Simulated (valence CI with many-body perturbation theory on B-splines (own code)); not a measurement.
**Level structure of Se XX**

Calculated by valence CI with perturbative core correlation (CI+MBPT): five valence electrons over a frozen Dirac-Fock core [Ne], a basis of 11 s, 11 p, 10 d, 8 f, 5 g, 2 h functions for each j, with the one-electron correlation potential Σ1 (screened to all orders), the two-electron term Σ2, the three-electron term Σ3, Breit, model QED; selected single and double excitations, second order for the rest, scaled by the run's own slope (own B-spline code, finite nucleus).

No measured levels were compared; by estimate levels of excited configurations hold to 0.05 to 0.15 % of their energy, terms of the ground configuration to about 0.5 %. Among the levels kept, up to 3400 cm⁻¹ of a level comes from second order outside the variational space, and about a tenth of that is noise between levels of different J, which matters for small intervals.

Levels 1 to 45 of 171, with energies above the lowest level, 3s2.3p3 4S°_3/2. "Leading %" is the weight of the configuration and term that name the level; weights of strongly mixed levels are sums over their largest components and can fall short.

```tsv
No.	Configuration	Term	J	E (eV)	Leading %	g	Second component
1	3s2.3p3	4S°	3/2	0.00	76	1.821	16 % 3s2.3p3 2P°
2	3s2.3p3	2D°	3/2	8.08	68	1.067	16 % 3s2.3p3 4S°
3	3s2.3p3	2D°	5/2	10.95	97	1.198	
4	3s2.3p3	2P°	1/2	16.21	97	0.663	
5	3s2.3p3	2P°	3/2	21.74	67	1.243	24 % 3s2.3p3 2D°
6	3s.3p4	4P	5/2	56.82	84	1.573	8 % 3s2.3p2.3d 4P
7	3s.3p4	4P	3/2	61.70	82	1.682	10 % 3s2.3p2.3d 4P
8	3s.3p4	4P	1/2	63.06	80	2.608	10 % 3s2.3p2.3d 4P
9	3s.3p4	2D	3/2	70.62	62	0.905	14 % 3s2.3p2.3d 2D
10	3s.3p4	2D	5/2	72.68	71	1.223	19 % 3s2.3p2.3d 2D
11	3s2.3p2.3d	2P	3/2	79.71	45	1.219	29 % 3s.3p4 2P
12	3s.3p4	2S	1/2	80.68	32	1.248	28 % 3s.3p4 2P
13	3s2.3p2.3d	4F	3/2	82.09	78	0.547	6 % 3s.3p4 2P
14	3s2.3p2.3d	4F	5/2	84.00	70	1.105	19 % 3s2.3p2.3d 4D
15	3s2.3p2.3d	2F	5/2	86.89	71	0.947	13 % 3s2.3p2.3d 4F
16	3s2.3p2.3d	4D	1/2	87.28	40	0.939	29 % 3s.3p4 2S
17	3s2.3p2.3d	4F	7/2	87.47	85	1.244	9 % 3s2.3p2.3d 4D
18	3s2.3p2.3d	2F	7/2	89.08	52	1.247	39 % 3s2.3p2.3d 4D
19	3s2.3p2.3d	4D	3/2	89.62	79	1.129	10 % 3s2.3p2.3d 4F
20	3s2.3p2.3d	4D	1/2	90.35	52	0.543	16 % 3s.3p4 2P
21	3s2.3p2.3d	4F	9/2	90.48	83	1.299	15 % 3s2.3p2.3d 2G
22	3s2.3p2.3d	4D	5/2	91.83	57	1.214	23 % 3s2.3p2.3d 2F
23	3s2.3p2.3d	4D	7/2	96.55	43	1.229	26 % 3s2.3p2.3d 2F
24	3s.3p4	2P	3/2	99.04	42	1.240	36 % 3s2.3p2.3d 2P
25	3s2.3p2.3d	2G	7/2	99.63	69	0.979	22 % 3s2.3p2.3d 2F
26	3s2.3p2.3d	4P	5/2	100.55	73	1.534	7 % 3s.3p4 4P
27	3s2.3p2.3d	2G	9/2	101.83	83	1.143	15 % 3s2.3p2.3d 4F
28	3s2.3p2.3d	4P	3/2	101.92	60	1.533	15 % 3s2.3p2.3d 2P
29	3s2.3p2.3d	4P	1/2	102.59	60	2.211	14 % 3s2.3p2.3d 2P
30	3s2.3p2.3d	2D	3/2	104.50	65	0.992	15 % 3s2.3p2.3d 4P
31	3s2.3p2.3d	2P	1/2	105.97	40	1.055	34 % 3s.3p4 2P
32	3s2.3p2.3d	2D	5/2	108.17	75	1.190	10 % 3s.3p4 2D
33	3s2.3p2.3d	2D	3/2	110.40	66	0.906	15 % 3s.3p4 2D
34	3s2.3p2.3d	2D	5/2	111.41	50	1.074	39 % 3s2.3p2.3d 2F
35	3s2.3p2.3d	2P	1/2	111.58	76	0.882	13 % 3s2.3p2.3d 2S
36	3s2.3p2.3d	2D	5/2	112.69	66	1.133	14 % 3s2.3p2.3d 2F
37	3s2.3p2.3d	2F	7/2	115.16	93	1.135	
38	3s2.3p2.3d	2P	3/2	116.32	74	1.266	8 % 3s2.3p2.3d 2D
39	3s2.3p2.3d	2S	1/2	117.10	57	1.841	14 % 3s.3p4 2S
40	3s2.3p2.3d	2D	3/2	121.27	91	0.829	
41	3s2.3p2.3d	2D	5/2	121.66	64	1.107	29 % 3s2.3p2.3d 2F
42	3s.3p3.3d	6D°	1/2	128.20	95	3.288	
43	3s.3p3.3d	6D°	3/2	128.34	93	1.837	
44	3s.3p3.3d	6D°	5/2	128.53	92	1.630	
45	3s.3p3.3d	6D°	7/2	128.83	90	1.563
```

Names give the largest LS component (configuration and term), which can be under half, so a name can repeat, a term be missing and a line seem to break the LS rules; names also repeat where a configuration has a term twice.

The ionisation energy to 3s2.3p2 3P_0 of the next ion comes out as 790.53 eV (NIST: 798 ± 3 eV (semi-empirical), further off than twice its uncertainty). All 171 levels together are meant to be complete up to 215.15 eV.
